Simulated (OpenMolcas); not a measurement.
Mo5+ among 6 point charges of -1.7 e arranged as a trigonal antiprism (D3d), 1.88 Å from the ion, with a polar angle of 57.5° against the regular 54.74°.
```
   0.0000    1.5851    1.0109  -1.70
  -1.3727   -0.7925    1.0109  -1.70
   1.3727   -0.7925    1.0109  -1.70
   0.0000   -1.5851   -1.0109  -1.70
   1.3727    0.7925   -1.0109  -1.70
  -1.3727    0.7925   -1.0109  -1.70
```

```yaml
Program: OpenMolcas
Method: CASSCF
Basis: ANO-RCC-VDZP [6s5p3d1f]
Scalar_Hamiltonian: DKH2, point nucleus
Active_space: 1 electron in 5 orbitals (4d)
State_averaging: 2S+1 = 2 even, 5 roots
Spin-orbit_coupling: state interaction with AMFI integrals over the reference wave functions
```

(1) What is the spin-free ground state (labels of D3, the rotations of D3d)?

(2) Where is the first state of the same spin?

(3) What are the lowest two levels with spin-orbit coupling?

(4) What is χT at 300 K, and how does it compare with the textbook value?

Results:

(1) 2A1, 1-fold in its orbital part, 100 % from free-ion D terms; it has the highest spin that d1 allows.

(2) 2E at 2390 cm-1 above the ground state.

(3) A 2-fold level E1/2 with g = 0.60, 0.60, 1.68, then a 2-fold level E3/2 2329 cm-1 above it. Their leading multiplicities are 2 (100 %) and 2 (100 %).

(4) The lowest level has 2S+1 = 2, for which the spin-only value is χT = S(S+1) / 2 = 0.375 cm3 K/mol (g = 2). The computed 0.172 at 300 K differs by -0.203, through orbital momentum, spin-orbit coupling and any other state in reach.

Point charges carry no covalency, so the field is a model and not that of real ligands. No measured value stands beside these numbers.
